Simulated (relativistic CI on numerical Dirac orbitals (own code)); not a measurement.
**Ag3+: 4s photoemission**

Computed with this model: Dirac-Coulomb-Breit CI, orbitals from a KLI potential per configuration, model QED, valence Slater integrals scaled by 0.8, multiplet model of photoemission in the sudden approximation; configurations [Kr] 4d8 → [Ar] 3d10 4s 4p6 4d8; 80 K; Lorentzian 2.8 eV and Gaussian 0.6 eV FWHM. Energies are those of the free ion, without screening or charge transfer. The energies are binding energies and can lie tens of eV above those of solids. Without intra-shell correlation the exchange splitting of an s hole comes out too large, often by half or more. S is read from ⟨S²⟩ = S(S + 1).

free ion: ground-state S = 0.99, centroid 151.85 eV. Peaks (eV, height): 150.4 (100), 155.2 (50).

Strongest unbroadened transitions for free ion:

| Energy (eV) | Relative strength |
| --- | --- |
| 150.15 | 100.0 |
| 150.54 | 23.6 |
| 154.41 | 4.9 |
| 154.48 | 0.1 |
| 155.51 | 51.6 |
